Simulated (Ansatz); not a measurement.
The cluster Zn₃SeF₄. The state is a singlet with charge 0. Geometry r2SCAN-D4/def2-SVP, basis def2-TZVP, Ansatz.

```xyz
8

Zn    0.342   -1.567   -0.796
Zn    1.546    1.388    0.508
Zn   -1.632    0.104    0.705
Se    0.643   -0.498    1.389
F     2.250    2.829   -0.142
F     1.286   -2.401   -2.014
F    -2.927    1.181    1.190
F    -1.506   -1.035   -0.839
```

```json
{"run": "A", "HOMO (eV)": "-8.24", "LUMO (eV)": "-3.31"}
{"run": "B", "HOMO (eV)": "-9.40", "LUMO (eV)": "-2.72"}
{"run": "C", "HOMO (eV)": "-11.61", "LUMO (eV)": "-0.76"}
{"run": "D", "HOMO (eV)": "-7.88", "LUMO (eV)": "-3.54"}
{"run": "E", "HOMO (eV)": "-7.78", "LUMO (eV)": "-3.40"}
```

Another isomer (singlet) lies 0.13 eV lower at PBE0-D4/def2-TZVP; other spin states weren't run for this one.

Problem. The runs used PBE, PBE0, r2SCAN, revPBE, ωB97X-V. Estimate which is which.

Solution. A r2SCAN (0 % exact exchange); B PBE0 (25 % exact exchange); C ωB97X-V (range-separated); D PBE (0 % exact exchange); E revPBE (0 % exact exchange). Exact exchange lowers occupied and raises empty levels; among semilocal functionals meta-GGAs tend to open the gap a little, and such runs are hard to tell apart. The gap grows from 4.34 eV (PBE) to 10.85 eV (ωB97X-V).
